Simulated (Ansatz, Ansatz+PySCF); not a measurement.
```xyz
3

O    -0.0130   -0.0123   -1.2060
C    -0.0472    0.0129   -0.0104
O     0.0186    0.0373    1.1318
```

Basis set: def2-SVP (spherical functions). Frozen core: 3 orbitals. Charge 0, multiplicity 1.

Computed with Ansatz (development build ahead of 0.2.0); each method stands on the lowest determinant of its kind that the runs found. Restricted open shells among the atoms or ions are ROHF, correlated in semicanonical orbitals with singles. Restricted functionals stand beside restricted open-shell atoms, which can lie above the unrestricted atoms usual in DFT and then raise those values.

Question: Give the atomization energy at this shape (free ground-state atoms in the same class of orbitals less the molecule, no zero-point energy) of singlet CO₂ by ωB97X (restricted), ωB97X (unrestricted), r²SCAN (unrestricted), r²SCAN (restricted), PBE (restricted), PBE (unrestricted), PBE0 (unrestricted), PBE0 (restricted), RHF-CCSD(T), UHF-CCSD, RHF-MP2, RHF, UHF.

Answer:

```
               method  atomization energy
   ωB97X (restricted)            17.21 eV
 ωB97X (unrestricted)            16.99 eV
r²SCAN (unrestricted)            17.26 eV
  r²SCAN (restricted)            17.52 eV
     PBE (restricted)            18.44 eV
   PBE (unrestricted)            18.31 eV
  PBE0 (unrestricted)            17.13 eV
    PBE0 (restricted)            17.30 eV
          RHF-CCSD(T)            16.01 eV
             UHF-CCSD            15.58 eV
              RHF-MP2            17.05 eV
                  RHF            11.10 eV
                  UHF            10.72 eV
```
